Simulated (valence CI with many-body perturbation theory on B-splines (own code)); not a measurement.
**Tc12+: calculated level list**

Method: relativistic CI+MBPT: three valence electrons over a frozen Dirac-Fock core [Ar] 3d10, radial functions for each j: 9 s, 9 p, 8 d, 6 f, 3 g, 1 h, with the one-electron correlation potential Σ1, the two-electron term Σ2, the three-electron term Σ3, Breit, model QED; selected CI, second order for the rest, scaled by the run's own slope (own B-spline code, finite nucleus).

No measured levels were compared; by estimate levels hold to about 250 cm⁻¹ or 0.2 % of their energy and the worst to 1 %, as in measured heavy ions of charge 2 to 7; those with d or f electrons hold less well.

Levels 1 to 32 of 32, with energies above the lowest level, 4s2 4p 2P°_1/2. "Leading %" is the weight of the configuration and term that name the level; weights of strongly mixed levels are sums over their largest components and can fall short, so below about 35 % the name and the second component can differ from the true leading terms, or belong to a minority configuration. In the jj column 3d3/2^4 stands for four electrons in 3d with j = 3/2.

```tsv
No.	Configuration	Term	J	E (cm⁻¹)	Leading %	g	Second component	Leading jj
1	4s2 4p	2P°	1/2	0	98	0.665		4s^2 4p1/2 (98 %)
2	4s2 4p	2P°	3/2	33562	98	1.333		4s^2 4p3/2 (98 %)
3	4s 4p2	4P	1/2	213320	94	2.624	5 % 4s 4p2 2S	4s 4p1/2^2 (66 %)
4	4s 4p2	4P	3/2	230040	98	1.724		4s 4p1/2 4p3/2 (94 %)
5	4s 4p2	4P	5/2	244450	88	1.554	11 % 4s 4p2 2D	4s 4p1/2 4p3/2 (66 %)
6	4s 4p2	2D	3/2	284430	89	0.828	5 % 4s2 4d 2D	4s 4p1/2 4p3/2 (76 %)
7	4s 4p2	2D	5/2	293180	83	1.246	12 % 4s 4p2 4P	4s 4p3/2^2 (64 %)
8	4s 4p2	2P	1/2	319680	54	1.305	41 % 4s 4p2 2S	4s 4p1/2 4p3/2 (51 %)
9	4s 4p2	2S	1/2	353060	53	1.408	44 % 4s 4p2 2P	4s 4p3/2^2 (76 %)
10	4s 4p2	2P	3/2	359970	93	1.314		4s 4p3/2^2 (72 %)
11	4s2 4d	2D	3/2	458460	92	0.800	6 % 4s 4p2 2D	4s^2 4d3/2 (92 %)
12	4s2 4d	2D	5/2	463670	92	1.200	5 % 4s 4p2 2D	4s^2 4d5/2 (92 %)
13	4p3	4S°	3/2	531590	42	1.427	30 % 4p3 2D°	4p1/2^2 4p3/2 (84 %)
14	4p3	4S°	3/2	549300	48	1.382	43 % 4p3 2D°	4p1/2 4p3/2^2 (91 %)
15	4p3	2D°	5/2	552180	84	1.199	15 % 4s 4p 4d 2D°	4p1/2 4p3/2^2 (84 %)
16	4p3	2P°	1/2	590310	90	0.665	8 % 4s 4p 4d 2P°	4p1/2 4p3/2^2 (90 %)
17	4p3	2P°	3/2	607080	66	1.321	10 % 4p3 2D°	4p3/2^3 (80 %)
18	4s 4p 4d	4F°	3/2	628850	95	0.422		4s 4p1/2 4d3/2 (88 %)
19	4s 4p 4d	4F°	5/2	635750	94	1.039		4s 4p1/2 4d3/2 (48 %)
20	4s 4p 4d	4F°	7/2	646670	94	1.245	4 % 4s 4p 4d 4D°	4s 4p1/2 4d5/2 (55 %)
21	4s 4p 4d	4F°	9/2	663820	100	1.333		4s 4p3/2 4d5/2 (100 %)
22	4s 4p 4d	4P°	5/2	665750	61	1.482	21 % 4s 4p 4d 4D°	4s 4p1/2 4d5/2 (88 %)
23	4s 4p 4d	4D°	3/2	670170	52	1.392	39 % 4s 4p 4d 4P°	4s 4p1/2 4d3/2 (47 %)
24	4s 4p 4d	4D°	1/2	672770	83	0.369	13 % 4s 4p 4d 4P°	4s 4p1/2 4d3/2 (72 %)
25	4s 4p 4d	4D°	5/2	690620	50	1.248	31 % 4s 4p 4d 2D°	4s 4p3/2 4d3/2 (59 %)
26	4s 4p 4d	2D°	3/2	690960	43	1.085	31 % 4s 4p 4d 4D°	4s 4p3/2 4d3/2 (74 %)
27	4s 4p 4d	4P°	1/2	691020	86	2.309	13 % 4s 4p 4d 4D°	4s 4p3/2 4d3/2 (96 %)
28	4s 4p 4d	4D°	7/2	692730	93	1.414	5 % 4s 4p 4d 4F°	4s 4p3/2 4d5/2 (62 %)
29	4s 4p 4d	4P°	3/2	694060	41	1.249	40 % 4s 4p 4d 2D°	4s 4p3/2 4d5/2 (42 %)
30	4s 4p 4d	4P°	5/2	696110	33	1.313	26 % 4s 4p 4d 4D°	4s 4p3/2 4d5/2 (56 %)
31	4s 4p 4d	2F°	5/2	709890	69	0.976	24 % 4s 4p 4d 2D°	4s 4p3/2 4d5/2 (39 %)
32	4s 4p 4d	2F°	7/2	733230	98	1.143		4s 4p3/2 4d5/2 (69 %)
```

Names give the largest LS component (configuration and term), which can be under half, so a name can repeat, a term be missing and a line seem to break the LS rules; names also repeat where a configuration has a term twice.

Where two levels of one J and parity lie close, their mixing, g and order are uncertain.

The ionisation energy to 4s2 1S_0 of the next ion comes out as 262.89 eV (NIST: 262.08 ± 0.12 eV (semi-empirical), further off than twice its uncertainty). All 32 levels together are meant to be complete up to 738260 cm⁻¹.
